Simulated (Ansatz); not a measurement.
`F[SiH](F)C[O][AlH2]`, charge 0, multiplicity 1.

(1) Give a relaxed structure at PBE0-D4/def2-TZVP (Ansatz). (Estimate.)

Answers

(1) Ansatz gave: 
Z-matrix (Å, degrees):
```
Si
F 1 1.587
C 1 1.866 2 110.2
F 1 1.591 2 107.1 3 119.5
H 1 1.478 2 107.9 3 -123.5
O 3 1.408 1 107.7 2 -67.3
H 3 1.100 1 109.9 2 169.7
H 3 1.098 1 110.1 2 52.8
Al 6 1.694 3 133.9 1 -119.0
H 9 1.583 6 117.7 3 -0.4
H 9 1.574 6 116.0 3 179.3
```
This is one stationary point; other conformers may exist.
